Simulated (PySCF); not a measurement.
**Bi: excitation energy**

Bi [Xe] 4f14 5d10 6s2 6p3 (4S) → Bi [Xe] 4f14 5d10 6s2 6p2 6d1 (high-spin determinant), as a difference of total energies. All numbers are calculated (PySCF 2.14, scalar relativity through the core potential, in aug-cc-pVTZ-PP with ECP60MDF (6s5p4d2f, 55 functions)). Correlated levels: valence: 5s2 5p6 5d10 frozen. The calculations carry no spin-orbit coupling.

| method | excitation energy (eV) |
| --- | --- |
| UHF | 7.081 |
| MP2 (valence) | 7.157 |
| SCS-MP2 (valence) | 7.133 |
| CCSD (valence) | 7.070 |
| CCSD(T) (valence) | 7.049 |

Question: How much does correlation contribute at CCSD(T) (valence)?

Answer: 7.049 − (7.081) = -0.032 eV, measured against UHF.

Spin-orbit coupling is strong in these open shells (close to jj coupling). The scalar numbers leave it out and a first-order estimate fails, so it can dominate the gap to the real levels.

The promoted electron is Rydberg-like, and one or two diffuse shells describe it only roughly, which tends to raise the upper state.

The coupled-cluster amplitudes are large for the upper state (T1 above 0.03 or a double amplitude above 0.15), so a single reference is strained.

The determinant of the upper state mixes LS terms, which raises its energy above the lowest term, most at the Hartree-Fock and MP2 levels.
